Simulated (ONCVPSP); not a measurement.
Varying the ONCV potential for Fe

Base potential:

- Element: iron
- Generator: ONCVPSP 4.0.1
- Type: optimised norm-conserving Vanderbilt (ONCV)
- Functional: PBEsol
- Relativity: scalar-relativistic
- Frozen core: [Ne]
- Valence charge: 16
- Reference configuration: 3s2 3p6 3d5 (charge +3)
- Partial waves: 3s: rc 1.25 bohr, ncon 4, nbas 8, qcut 10.6 1/bohr, 2 projectors, debl 2.4 Ha; 3p: rc 1.05 bohr, ncon 4, nbas 9, qcut 14.1 1/bohr, 1 projector; 3d: rc 1.80 bohr, ncon 4, nbas 9, qcut 8.7 1/bohr, 2 projectors, debl 2.7 Ha
- Local potential: polynomial inside 0.90 bohr (lpopt 5, dvloc0 0 Ha)
- Core correction: polynomial model core, fcfact 0.45

In the s channel the program set the typed energies aside and used -4.809, 0.250 Ha.

Cutoffs, loose and tight: the cutoffs (Ha) at which the residual kinetic energy of the hardest occupied pseudo-wave falls to 1 and 0.1 mHa per electron. They do not see the model core or the augmentation charge, which bear on the density cutoff. Test errors are all-electron minus pseudo excitation energies from the reference, over the configurations 3s2 3p6 3d6 4s2; 3s2 3p6 3d6 4s1; 3s2 3p6 3d6; 3s2 3p6 3d5 4s2 4p1. A dash means not determined; rows that change the core or the reference have their own tests. The largest error is taken over the tests solved by every variant that gives reliable tests at all: 3s2 3p6 3d6; 3s2 3p6 3d6 4s1; 3s2 3p6 3d6 4s2.

```tsv
change	outcome	cutoff, loose	cutoff, tight	bound ghosts	GHOST(+) flags above zero	largest test error (meV)
base	generated, projector energies reset by the program	47 Ha	67 Ha	none	none	+164
s: rc 1.04	generated, projector energies reset by the program	47 Ha	67 Ha	none	s	+165
s: rc 1.22	generated, projector energies reset by the program	47 Ha	67 Ha	none	none	+164
s: rc 1.44	generated, projector energies reset by the program	47 Ha	67 Ha	none	none	+165
s: rc 1.56	generated, projector energies reset by the program	47 Ha	67 Ha	none	none	+165
s: rc 1.84	generated, projector energies reset by the program	47 Ha	67 Ha	none	none	+165
```

(1) What comes out with this change to the base: s: rc 0.88; local potential polynomial inside 0.88 bohr (lpopt 5, dvloc0 0 Ha)?

Results:

(1) outcome: generated, projector energies reset by the program; cutoff, loose: 53 Ha; cutoff, tight: 139 Ha; bound ghosts: none; GHOST(+) flags above zero: s; largest test error (meV): +165.

Reading the sweep of the s radius (base included, trends over the rows without a ghost): The loose cutoff stays near 47 Ha.
